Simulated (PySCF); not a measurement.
**Simulated characterisation data**

[PySCF: GFN2-xTB structure; PBE0/pcSseg-1 with gauge-including orbitals; averaged over atoms made equivalent by symmetry, fast rotation or ring inversion; in vacuum; one computed conformer; non-relativistic Hamiltonian]

References, each an isolated molecule treated in the same way: TMS for ¹H (σ = 31.72 ppm) and ¹³C (σ = 186.93 ppm). Where no couplings were computed, multiplicities follow the n + 1 count of equivalent neighbours, and m marks all less simple cases (inequivalent or close neighbours, rings, F or P nearby). Shifts are as computed. Against solution values, carbons near 30 ppm lie about +3 ppm off and those near 130 ppm about +5 ppm. Of 1211 compounds with measured shifts, 218 miss one by over three times the rms of a fit or turn the order of signals round; such compounds aren't used in these exercises. OH and NH positions are gas-phase values without hydrogen bonding to other molecules.

Compound 1 (C$_{8}$H$_{7}$N). ¹H NMR (500 MHz, computed): δ 7.79 (s, 1H), 7.78 (m, 1H), 7.69 (m, 1H), 7.68 (m, 1H), 2.56 (s, 3H). ¹³C{¹H} NMR (computed): δ 145.0, 139.9, 138.3, 136.9, 134.5, 124.7, 117.8, 23.9. Structure: meta-Tolunitrile.

Compound 2 (C$_{7}$H$_{12}$O$_{2}$Si). ¹H NMR (500 MHz, computed): δ 7.23 (d, 1H), 5.36 (m, 2H), 4.93 (m, 1H), 3.91 (s, 3H), 2.47 (q, 2H), 1.12 (t, 3H). ¹³C{¹H} NMR (computed): δ 163.8, 161.0, 140.5, 93.1, 58.9, 29.6, 14.9. Structure: `CCC1=C(OC)[SiH2]C=CO1`.

Compound 3 (C$_{8}$H$_{7}$N). ¹H NMR (500 MHz, computed): δ 8.03 (d, 1H), 7.61 (br s, 1H), 7.52 (m, 1H), 7.51 (m, 1H), 7.45 (m, 1H), 7.15 (m, 1H), 6.82 (m, 1H). ¹³C{¹H} NMR (computed): δ 139.1, 132.6, 127.0, 126.8, 126.1, 125.0, 114.2, 108.1. Structure: indole (SMILES c1ccc2[nH]ccc2c1).
